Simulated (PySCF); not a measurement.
Adding and removing an electron: SiNi

B3LYP; PySCF, no relativity, basis sets Si def2-TZVPPD, Ni def2-TZVPPD. Neutral (UKS): triplet (π ↑, δ ↑), Re = 2.207 Å, ωe = 357 cm⁻¹, HOMO -4.94 eV, LUMO -3.23 eV.

SiNi⁻ (UKS): quartet (π ↑↑, δ ↑), Re = 2.215 Å, ωe = 334 cm⁻¹. The energies at the minima are -1797.80578 hartree for SiNi and -1797.85635 for SiNi⁻.

Problem. Work out the adiabatic electron affinity, without and with harmonic zero-point energies (1 hartree = 27.2114 eV, 1 eV = 8065.5 cm⁻¹), and the change of the bond length.

Solution. At B3LYP: 0.05057 hartree = 1.376 eV between the minima; the zero-point term (357.0 − 334.0)/2 cm⁻¹ = +0.001 eV makes it 1.378 eV. Re changes by +0.8 pm against the neutral. The electron enters a π orbital, and the small change of length marks it as nearly non-bonding.

De is left out where the level can put another filling of the metal’s s and d shells below the measured ground configuration, by anything from nothing to about 1 eV. The highest Kohn–Sham level is positive in this anion. Much of that is self-interaction error, but it also means that the finite basis helps to hold the extra electron. With d or f electrons several states lie close, and the lowest PBE0 determinant need not be the measured ground state.
